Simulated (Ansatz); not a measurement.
C₂H₂BrFO (`F[C@@H]1O[C@H]1Br`). Charge 0, multiplicity 1.

```xyz
7

F     0.346    0.021   -1.851
C    -0.319   -0.098   -0.690
O    -0.487    1.085    0.019
C     0.379    0.119    0.559
Br   -0.167   -0.754    2.168
H    -1.183   -0.749   -0.783
H     1.432    0.376    0.579
```

(1) What are the harmonic wavenumbers in cm⁻¹ at PBE0-D4/def2-TZVP (Ansatz, finite differences of forces, unscaled)? (Estimate.)

(2) Is this a minimum?

(3) Give the ideal-gas thermochemistry at 298.15 K and 1 bar (rigid rotor, harmonic oscillator; point group C1, symmetry number 1).

(4) Rotational constants (cm⁻¹)?

## Answers

(1) Computed: 208, 262, 333, 563, 743, 871, 981, 1059, 1147, 1189, 1258, 1320, 1471, 3186, 3195.

(2) Yes, all 15 modes are real.

(3) Zero-point energy 106.4 kJ/mol; H(298) − E = 121.2 kJ/mol; entropy 309.4 J/(mol·K), of which translation 170.6, rotation 112.8, vibration 26.0; G(298) − E = 29.0 kJ/mol.

(4) 0.4379, 0.04736, 0.04501.
